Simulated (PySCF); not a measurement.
IPb (SMILES [I][Pb+]), charge +1, singlet, geometry from GFN2-xTB (such geometries of metal compounds can be far from the true shape) (core potentials on I, Pb); PySCF with HSE06/def2-SVP.

PySCF was given this input:
```python
from pyscf import gto, scf, dft

mol = gto.Mole()
mol.atom = '''
    Pb   -0.000000   -0.000000   -1.039091
    I     0.000000    0.000000    1.607650
'''
mol.basis = 'def2-svp'
mol.ecp = {'I': 'def2-svp', 'Pb': 'def2-svp'}
mol.charge = 1
mol.spin = 0
mol.verbose = 4
mol.build()

mf = dft.RKS(mol)
mf.xc = 'hse06'
mf.kernel()
mf.analyze()
```

The log (banner, timings and long lists left out):

```
PySCF version 2.14.0

[INPUT] verbose = 4
[INPUT] num. atoms = 2
[INPUT] num. electrons = 46
[INPUT] charge = 1
[INPUT] spin (= nelec alpha-beta = 2S) = 0
[INPUT] symmetry False subgroup None
[INPUT] Mole.unit = angstrom
[INPUT] Symbol           X                Y                Z      unit          X                Y                Z       unit  Magmom
[...]
nuclear repulsion = 109.964468002725
number of shells = 20
number of NR pGTOs = 122
number of NR cGTOs = 52
basis = def2-svp
ecp = {'I': 'def2-svp', 'Pb': 'def2-svp'}

******** <class 'pyscf.dft.rks.RKS'> ********
method = RKS
initial guess = minao
damping factor = 0
level_shift factor = 0
DIIS = <class 'pyscf.scf.diis.CDIIS'>
diis_start_cycle = 1
diis_space = 8
diis_damp = 0
SCF conv_tol = 1e-09
SCF conv_tol_grad = None
SCF max_cycles = 50
direct_scf = True
direct_scf_tol = 1e-13
XC library pyscf.dft.libxc version 7.1.2
    S. Lehtola, C. Steigemann, M. J. T. Oliveira, and M. A. L. Marques,  SoftwareX 7, 1–5 (2018)
XC functionals = hse06
    J. Heyd, G. E. Scuseria, and M. Ernzerhof,  J. Chem. Phys. 118, 8207 (2003)
    J. Heyd, G. E. Scuseria, and M. Ernzerhof,  J. Chem. Phys. 124, 219906 (2006)
    A. V. Krukau, O. A. Vydrov, A. F. Izmaylov, and G. E. Scuseria,  J. Chem. Phys. 125, 224106 (2006)
radial grids:
    Treutler-Ahlrichs [JCP 102, 346 (1995); DOI:10.1063/1.469408] (M4) radial grids

becke partition: Becke, JCP 88, 2547 (1988); DOI:10.1063/1.454033
pruning grids: <function nwchem_prune>
grids dens level: 3
symmetrized grids: False
atomic radii adjust function: <function treutler_atomic_radii_adjust>
small_rho_cutoff = 0
Set gradient conv threshold to 3.16228e-05
Initial guess from minao.
tot grids = 45192
init E= -435.296055194744
[...]
cycle= 1 E= -488.554821156555  delta_E= -53.3  |g|= 3.12  |ddm|= 15.5
[...]
cycle= 2 E= -485.639247369235  delta_E= 2.92  |g|= 3.05  |ddm|= 8.78
[...]
cycle= 3 E= -489.462096620369  delta_E= -3.82  |g|= 1.41  |ddm|= 6.19
[...]
cycle= 4 E= -490.359230443394  delta_E= -0.897  |g|= 0.193  |ddm|= 3.18
[...]
cycle= 5 E= -490.350267084761  delta_E= 0.00896  |g|= 0.223  |ddm|= 0.749
[...]
cycle= 6 E= -490.374954487105  delta_E= -0.0247  |g|= 0.0353  |ddm|= 0.332
[...]
cycle= 7 E= -490.375376912884  delta_E= -0.000422  |g|= 0.0179  |ddm|= 0.0622
[...]
cycle= 8 E= -490.375534813148  delta_E= -0.000158  |g|= 0.002  |ddm|= 0.0331
[...]
cycle= 9 E= -490.375536763227  delta_E= -1.95e-06  |g|= 0.000119  |ddm|= 0.00315
[...]
cycle= 10 E= -490.375536765025  delta_E= -1.8e-09  |g|= 6.38e-05  |ddm|= 0.000295
[...]
cycle= 11 E= -490.375536767264  delta_E= -2.24e-09  |g|= 2.85e-06  |ddm|= 0.000118
[...]
cycle= 12 E= -490.375536767173  delta_E= 9.04e-11  |g|= 2.29e-07  |ddm|= 4.34e-06
[...]
Extra cycle  E= -490.37553676689  delta_E= 2.83e-10  |g|= 5.07e-07  |ddm|= 1.24e-06
converged SCF energy = -490.37553676689
**** SCF Summaries ****
Total Energy =                        -490.375536766890377
Nuclear Repulsion Energy =             109.964468002724885
One-electron Energy =                -1063.177898558894867
Two-electron Energy =                  462.837893789279690
Two-electron Coulomb Energy =          500.917457229318245
DFT Exchange-Correlation Energy =      -38.079563440038555
HOMO-LUMO gap [eV] =                     3.868963858284004
**** MO energy ****
[...]
WARN: System has nonzero charge 1; the dipole moment is origin-dependent.
Location of origin: [0. 0. 0.]

Dipole moment(X, Y, Z, Debye):  0.00000, -0.00000, -3.55036
```
